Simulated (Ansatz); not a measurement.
Two structures of GeHBrCl2, closed shell, reached by relaxing down either side of one saddle point (PBE0-D4/def2-TZVP). Energies are electronic, without zero-point energy. Ansatz 0.2.0; basis: def2-TZVPP and def2-QZVPP; cores frozen in the correlated methods. Filled d shells of the heavier atoms are correlated. The def2 sets are not built for correlating such inner shells, so the correlated values are less sure here. Extrapolation: Hartree–Fock as exp(−7.88 √X), correlation as X^−2.97. First:

```
5
angstrom
Ge -0.3267 0.6893 -1.1730
Br -0.2903 -1.6985 -1.0213
H 1.1986 -0.6672 0.9795
Cl -2.0835 1.1025 0.0601
Cl 1.5019 0.5741 1.1547
```

Second:

```csv
atom,x (Å),y (Å),z (Å)
Ge1,-0.0842,1.1585,-0.8583
Br2,0.1138,-1.9415,-0.7231
H3,0.7463,-1.5903,0.5056
Cl4,-2.0236,1.1991,0.1623
Cl5,1.2477,1.1743,0.9136
```

Question: Which bonds change from the first to the second?

Answer: GeBrCl + HCl → GeCl₂ + HBr; bonds formed: Ge1–Cl5, Br2–H3; bonds broken: Ge1–Br2, H3–Cl5.

Question: Give the saddle point's structure and its height above each. (Judge from chemistry; the value comes from the calculation.)

Answer: The calculation gives: 9.14 kcal/mol above the first and 7.32 kcal/mol above the second (CCSD(T) at an estimated basis limit (MP2 extrapolated from triple and quadruple zeta, plus CCSD(T) − MP2 in triple zeta)).
```xyz
5
angstrom
Ge -0.1355 0.8659 -0.9378
Br 0.0420 -1.7933 -0.6345
H 0.8283 -0.8446 0.4359
Cl -2.0181 1.1525 0.1259
Cl 1.2833 0.6196 1.0106
```

The search had been set up for a 1,1-elimination (forming Br2–H3, breaking Ge1–Br2, Ge1–H3); from that guess it ended on this step instead.

T1 diagnostic: at most 0.011.

For scale, one of the runs: CCSD(T)/def2-TZVPP, 194 basis functions, launched by `ansatz run in.yaml --threads 4 --pin off --events-out ev --progress --plain --max-ram 9574MiB`. The run took 31 s on 4 CPU threads of an AMD EPYC 9R45 (shared host), with 2.2 GiB of host memory at its peak.
